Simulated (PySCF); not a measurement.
# Spinor energies of Pd⁺ (palladium, charge +1)

Start: [Kr] 4d9; 4d3/2 filled at m_j = -3/2, -1/2, +1/2, +3/2; 4d5/2 filled at m_j = -3/2, -1/2, +1/2, +3/2, +5/2. Calculated with PySCF 2.14 in x2c-SVPall-2c with one added diffuse shell each of s, p, d type (7s9p7d1f, 76 functions): generalised Hartree-Fock with the X2C-1e Hamiltonian and a Gaussian nucleus; one run each with spin-orbit coupling (SO) switched off, then screened by Boettger's factors. This is a chosen level, not necessarily the ground level.

```csv
spinor shell,electrons,"ε, spin-free (eV)","ε, screened SO (eV)",weight of nominal j (screened SO),"rms radius, screened SO (bohr)"
1s1/2,2,-24483.1,-24481.5,1.000,0.0366
2s1/2,2,-3667.3,-3666.8,1.000,0.150
2p1/2,2,-3283.2,-3393.7,1.000,0.130
2p3/2,4,-3283.2,-3231.9,1.000,0.135
3s1/2,2,-706.41,-706.27,1.000,0.403
3p1/2,2,-576.74,-596.66,1.000,0.399
3p3/2,4,-576.74,-567.40,1.000,0.410
3d3/2,4,-371.00,-374.45,0.999,0.387
3d5/2,6,-371.00,-368.55,0.999,0.390
4s1/2,2,-116.43,-116.39,1.000,1.02
4p1/2,2,-77.053,-80.953,0.985,1.10
4p3/2,4,-77.053,-75.184,0.992,1.13
4d3/2,4,-20.686,-21.239,0.899,1.57
4d5/2,5,-20.686,-20.256,0.919,1.60
```

```
   quantity    spin-free  screened SO
E (hartree)  -5041.63805  -5042.47268
        M_J          5/2          5/2
       ⟨J²⟩        8.774        8.776
       ⟨L²⟩        6.019        6.033
       ⟨S²⟩        0.755        0.768
```

Each row is a mean over spinors that exchange with the open shell spreads, by up to 4.955 eV (4p3/2).

Rows whose weight is well below 1 are mixtures of j = l ± 1/2: exchange outweighs spin-orbit coupling there, and the label is only the starting occupation.

Breit and QED terms are absent; they matter most for the inner s and p1/2 levels.

Densities and radii are taken from the X2C orbitals without a picture-change correction, which distorts them close to the nucleus.

Without spin-orbit coupling the j labels of p, d and f shells carry no meaning; the spin-free column gives the mean over the occupied spinors of each nl shell.
